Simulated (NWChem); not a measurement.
Everything below was run with NWChem. System: BeO, charge 0, spin multiplicity 1, at a geometry optimised with B3LYP/def2-SVP. The structure started from a generated list of species. Level: CCSD(T)/def2-TZVP, 2 core orbitals frozen.

Input file:

```
start mol
memory heap 100 mb stack 700 mb global 1900 mb
geometry units angstroms nocenter noautoz
  Be     0.000000     0.000000     0.892633
  O      0.000000     0.000000    -0.446316
  symmetry group C2v
end
basis spherical
  * library def2-tzvp
end
scf
  rhf
  nopen 0
  maxiter 100
  thresh 1e-7
  semidirect memsize 60000000 filesize 0
end
tce
  freeze core 2
  ccsd(t)
  2eorb
  2emet 13
  thresh 1e-6
  maxiter 100
  tilesize 24
end
task tce energy
```

Output (cleaned and shortened):

```
             Northwest Computational Chemistry Package (NWChem) 7.3.0
             --------------------------------------------------------

                                NWChem Input Module
                                -------------------

 Scaling coordinates for geometry "geometry" by  1.889725989
 (inverse scale =  0.529177249)

 Turning off AUTOSYM since
 SYMMETRY directive was detected!

                             Geometry "geometry" -> ""
                             -------------------------

 Output coordinates in angstroms (scale by  1.889725989 to convert to a.u.)

  No.       Tag          Charge          X              Y              Z
 ---- ---------------- ---------- -------------- -------------- --------------
    1 Be                   4.0000     0.00000000     0.00000000     0.89263300
    2 O                    8.0000     0.00000000     0.00000000    -0.44631600

 Effective nuclear repulsion energy (a.u.)      12.6469880242

            Nuclear Dipole moment (a.u.)
            ----------------------------
        X                 Y               Z
 ---------------- ---------------- ----------------
     0.0000000000     0.0000000000     0.0000075589

      Symmetry information
      --------------------

 Group name             C2v
 Group number             16
 Group order               4
 No. of unique centers     2

      Symmetry unique atoms

     1    2


 Summary of "ao basis" -> "" (spherical)
 ------------------------------------------------------------------------------
       Tag                 Description            Shells   Functions and Types
 ---------------- ------------------------------  ------  ---------------------
 *                         def2-tzvp                  on all atoms

 Summary of "ao basis" -> "ao basis" (spherical)
 ------------------------------------------------------------------------------
       Tag                 Description            Shells   Functions and Types
 ---------------- ------------------------------  ------  ---------------------
 Be                        def2-tzvp                 9       19   5s3p1d
 O                         def2-tzvp                11       31   5s3p2d1f

                                 NWChem SCF Module
                                 -----------------

  ao basis        = "ao basis"
  functions       =    50
  atoms           =     2
  closed shells   =     6
  open shells     =     0
  charge          =   0.00
  wavefunction    = RHF
  use symmetry    = T
  symmetry adapt  = T

 Summary of "ao basis" -> "ao basis" (spherical)
 ------------------------------------------------------------------------------
       Tag                 Description            Shells   Functions and Types
 ---------------- ------------------------------  ------  ---------------------
 Be                        def2-tzvp                 9       19   5s3p1d
 O                         def2-tzvp                11       31   5s3p2d1f

      Symmetry analysis of basis
      --------------------------

        a1         24
        a2          4
        b1         11
        b2         11

 Forming initial guess at       0.0s

      Superposition of Atomic Density Guess
      -------------------------------------

 Sum of atomic energies:         -89.35688712

      Non-variational initial energy
      ------------------------------

 Total energy =     -89.372779
 1-e energy   =    -146.760359
 2-e energy   =      44.740592
 HOMO         =      -0.496491
 LUMO         =      -0.185009
[...]
  ----- ------------  ---------------      ----- ------------  ---------------
    12      0.969666  1 Be px                31     -0.349127  2 O  px
    25     -0.172125  2 O  px                 6     -0.156723  1 Be px

 center of mass
 --------------
 x =   0.00000000 y =   0.00000000 z =   0.06844801

 moments of inertia (a.u.)
 ------------------
          36.904068092135           0.000000000000           0.000000000000
           0.000000000000          36.904068092135           0.000000000000
           0.000000000000           0.000000000000           0.000000000000

  Mulliken analysis of the total density
  --------------------------------------

    Atom       Charge   Shell Charges
 -----------   ------   -------------------------------------------------------
    1 Be   4     3.49   1.02  0.97  0.31  0.13 -0.02  0.82  0.01  0.16  0.09
    2 O    8     8.51   0.79  1.18  0.57  0.99  0.23  1.78  2.01  0.95  0.00  0.02  0.00

       Multipole analysis of the density wrt the origin
       ------------------------------------------------

     L   x y z        total         open         nuclear
     -   - - -        -----         ----         -------
     0   0 0 0     -0.000000      0.000000     12.000000

     1   1 0 0      0.000000      0.000000      0.000000
     1   0 1 0     -0.000000      0.000000      0.000000
     1   0 0 1      2.886249      0.000000      0.000008

     2   2 0 0     -7.592768      0.000000      0.000000
     2   1 1 0     -0.000000      0.000000      0.000000
     2   1 0 1     -0.000000      0.000000      0.000000
     2   0 2 0     -7.592768      0.000000      0.000000
     2   0 1 1      0.000000      0.000000      0.000000
     2   0 0 2     -1.987412      0.000000     17.072396

                   NWChem Extensible Many-Electron Theory Module
                   ---------------------------------------------


            General Information
            -------------------
      Number of processors :     1
         Wavefunction type : Restricted Hartree-Fock
          No. of electrons :    12
           Alpha electrons :     6
            Beta electrons :     6
           No. of orbitals :   100
            Alpha orbitals :    50
             Beta orbitals :    50
        Alpha frozen cores :     2
         Beta frozen cores :     2
     Alpha frozen virtuals :     0
      Beta frozen virtuals :     0
         Spin multiplicity : singlet
    Number of AO functions :    50
       Number of AO shells :    20
        Use of symmetry is : on
      Symmetry adaption is : on
         Schwarz screening : 0.10D-09

          Correlation Information
          -----------------------
          Calculation type : Coupled-cluster singles & doubles w/ perturbation
   Perturbative correction : (T)
            Max iterations :      100
        Residual threshold : 0.10D-05
     T(0) DIIS level shift : 0.00D+00
     L(0) DIIS level shift : 0.00D+00
     T(1) DIIS level shift : 0.00D+00
     L(1) DIIS level shift : 0.00D+00
     T(R) DIIS level shift : 0.00D+00
     T(I) DIIS level shift : 0.00D+00
   CC-T/L Amplitude update :  5-th order DIIS
                I/O scheme : Global Array Library
        L-threshold :  0.10D-05
        EOM-threshold :  0.10D-05
 no EOMCCSD initial starts read in
 TCE RESTART OPTIONS
 SLICE:      F
 D4D5:       F
 quantumc:   F
 qrotation:  F
 pwtce:      F
 qducc:      F
 nacto:                         0
 nrotv:                         0
 nrot:                          0

            Memory Information
            ------------------
          Available GA space size is     249034300 doubles
          Available MA space size is     104854252 doubles

 Maximum block size supplied by input
 Maximum block size        24 doubles

 tile_dim =     20

 -------------------------------------------------

 Global array virtual files algorithm will be used

 Parallel file system coherency ......... OK

 4-electron integrals stored in orbital form

 v2    file size   =           477988
 4-index algorithm nr.  13 is used
 imaxsize =       30
 imaxsize ichop =        0


CCSD iterations
 ---------------------------------------------------------
 Iter          Residuum       Correlation     Cpu    Wall
 ---------------------------------------------------------
    1   0.1574512014665  -0.2935681838101     0.0     0.0
    2   0.0429148065520  -0.2752556686149     0.0     0.0
    3   0.0168312252668  -0.2852242378615     0.0     0.0
    4   0.0142813202127  -0.2831541850702     0.0     0.0
    5   0.0069748327505  -0.2851669510041     0.0     0.0
    6   0.0037132596538  -0.2850073881486     0.0     0.0
    7   0.0041621107122  -0.2849869988100     0.0     0.0
    8   0.0022113940736  -0.2850879426401     0.0     0.0
    9   0.0027013748819  -0.2850593073443     0.0     0.0
   10   0.0014754211762  -0.2851577490347     0.0     0.0
   11   0.0002502432800  -0.2852822892797     0.0     0.0
   12   0.0000948630326  -0.2852752295617     0.0     0.0
   13   0.0000661362242  -0.2852803184730     0.0     0.0
   14   0.0000302080991  -0.2852768676444     0.0     0.0
   15   0.0000238876903  -0.2852788568339     0.0     0.0
   16   0.0000045137820  -0.2852779166809     0.0     0.0
   17   0.0000030198522  -0.2852777689611     0.0     0.0
   18   0.0000017478513  -0.2852776498965     0.0     0.0
   19   0.0000013735477  -0.2852776969800     0.0     0.0
   20   0.0000010767033  -0.2852776520208     0.0     0.0
   21   0.0000006389829  -0.2852777011791     0.0     0.0
 -----------------------------------------------------------------
 Iterations converged
 CCSD correlation energy / hartree =        -0.285277701179090
 CCSD total energy / hartree       =       -89.727287286400980

 Singles contributions

 Doubles contributions
 CCSD(T)
 Using plain CCSD(T) code
             total no. of tasks          230
 total no. of tasks / no. procs          230
                         wl_min          128           2.2
                         wl_max        64000           6.3
        thresh for no. of tasks          230

 CCSD[T]  correction energy / hartree =        -0.018593777105019
 CCSD[T] correlation energy / hartree =        -0.303871478284110
 CCSD[T] total energy / hartree       =       -89.745881063506005
 CCSD(T)  correction energy / hartree =        -0.015002326988714
 CCSD(T) correlation energy / hartree =        -0.300280028167804
 CCSD(T) total energy / hartree       =       -89.742289613389687

 Task  times  cpu:        1.7s     wall:        1.7s

 Total times  cpu:        1.7s     wall:        1.7s
```
